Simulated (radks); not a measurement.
Values are calculated unless marked as measured or tabulated.
Fe2+, configuration [Ar] 3d6 (the NIST ground configuration). Code: a radial shooting solver on a logarithmic mesh with Libxc functionals. Model: non-relativistic Kohn-Sham, Slater X-alpha with alpha = 1, spin-polarised, spherical densities, point nucleus; open shells are filled with parallel spins first.

Normalised radial functions P(r) = r R(r), r in bohr:

r	2p down	3d down
0.002183	0.0025	0.0000
0.002461	0.0031	0.0000
0.002775	0.0040	0.0000
0.003129	0.0050	0.0000
0.003528	0.0064	0.0000
0.004009	0.0082	0.0000
0.004521	0.0103	0.0000
0.005097	0.0131	0.0000
0.005747	0.0165	0.0000
0.006479	0.0207	0.0000
0.007306	0.0261	0.0001
0.008237	0.0327	0.0001
0.009287	0.0411	0.0001
0.01047	0.0514	0.0002
0.01181	0.0642	0.0002
0.01342	0.0813	0.0004
0.01513	0.1011	0.0005
0.01706	0.1253	0.0007
0.01923	0.1550	0.0010
0.02169	0.1910	0.0014
0.02445	0.2344	0.0020
0.02757	0.2864	0.0028
0.03108	0.3483	0.0039
0.03505	0.4213	0.0054
0.03951	0.5064	0.0074
0.04455	0.6046	0.0102
0.05063	0.7244	0.0143
0.05709	0.8505	0.0195
0.06437	0.9892	0.0264
0.07258	1.1383	0.0356
0.08183	1.2946	0.0475
0.09226	1.4532	0.0630
0.104	1.6077	0.0829
0.1173	1.7500	0.1079
0.1322	1.8711	0.1391
0.1491	1.9611	0.1774
0.1695	2.0121	0.2269
0.1911	2.0093	0.2819
0.2154	1.9524	0.3452
0.2429	1.8405	0.4165
0.2739	1.6777	0.4942
0.3088	1.4735	0.5764
0.3482	1.2420	0.6599
0.3925	1.0005	0.7410
0.4426	0.7667	0.8155
0.499	0.5559	0.8788
0.5626	0.3793	0.9263
0.6395	0.2341	0.9554
0.721	0.1377	0.9598
0.8129	0.0745	0.9414
0.9166	0.0368	0.9015
1.033	0.0164	0.8425
1.165	0.0065	0.7684
1.314	0.0023	0.6831
1.481	0.0007	0.5912
1.67	0.0002	0.4970
1.883	0.0000	0.4047
2.14	0.0000	0.3126
2.413	0.0000	0.2354
2.721	0.0000	0.1694
3.068	0.0000	0.1157
3.459	0.0000	0.0745
3.9	0.0000	0.0449

2p down: eigenvalue -738.61 eV, 0 radial nodes, <r> = 0.234 bohr, 90 % of the charge inside 0.382 bohr. 3d down: eigenvalue -27.411 eV, 0 radial nodes, <r> = 1.03 bohr, 90 % of the charge inside 1.77 bohr.
